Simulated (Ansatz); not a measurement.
**What each rung costs, and what it gives**

The pair of Cl⁻ (SMILES [Cl-], atom 1) and AlF₃ (SMILES F[Al](F)F, atoms 2–5), both closed shells, in one local arrangement (a lower one may exist), relaxed at PBE0-D4/def2-TZVPD:

Cl1  (-0.395, 0.159, -2.023)
F2  (1.432, -0.900, 0.317)
Al3  (0.021, -0.008, 0.108)
F4  (-1.270, -0.786, 0.853)
F5  (0.212, 1.536, 0.746)
(Å)

Interaction energies are counterpoise-corrected; the time is that of the whole pair.

Ansatz 0.2.0; basis: as named in each row; cores frozen in the correlated methods. B3LYP uses VWN-RPA correlation. Extrapolation: Hartree–Fock as exp(−7.88 √X), correlation as X^−2.97.

Times are rough, for one single point on 4 threads of a shared host (Arm Neoverse V1).

The estimate by CCSD(T) at an estimated basis limit (MP2 extrapolated from triple and quadruple zeta, plus CCSD(T) − MP2 in triple zeta) is -399.9 kJ/mol.

| method | basis | time (s) | interaction energy (kJ/mol) | method less estimate |
| --- | --- | --- | --- | --- |
| HF | STO-3G | under 1 | -310.4 | 89.5 |
| PBE-D4 | STO-3G | under 1 | -185.6 | 214.3 |
| SPW92 | def2-SVP | under 1 | -430.2 | -30.3 |
| PBE-D4 | def2-SVP | under 1 | -400.8 | -0.9 |
| B3LYP-D4 | 6-31G | under 1 | -367.3 | 32.6 |
| PBE0-D4 | def2-SVP | under 1 | -425.8 | -25.9 |
| CCSD(T) | def2-SVP | 1 | -414.9 | -15.0 |
| PBE-D4 | def2-TZVPPD | 2 | -379.2 | 20.7 |
| revPBE-D4 | def2-TZVPPD | 2 | -370.5 | 29.4 |
| BLYP-D4 | def2-TZVPPD | 2 | -366.3 | 33.6 |
| PBE0-D4 | def2-TZVPPD | 2 | -399.7 | 0.2 |
| B3LYP-D4 | def2-TZVPPD | 2 | -387.6 | 12.3 |
| HSE06-D4 | def2-TZVPPD | 3 | -399.2 | 0.7 |
| wB97M-V | def2-SVP | 3 | -421.3 | -21.4 |
| r2SCAN-D4 | def2-TZVPPD | 4 | -398.8 | 1.1 |
| B2PLYP | def2-TZVPPD | 4 | -384.8 | 15.1 |
| wB97X-V | def2-TZVPPD | 6 | -399.0 | 0.9 |
| B97M-V | def2-TZVPPD | 7 | -393.7 | 6.2 |
| wB97M-V | def2-TZVPPD | 7 | -394.0 | 5.9 |
| MP2 | def2-QZVPPD | 10 | -393.1 | 6.8 |
| CCSD(T) | def2-TZVPPD | 96 | -391.2 | 8.7 |

The T1 diagnostic stays at or below 0.016.
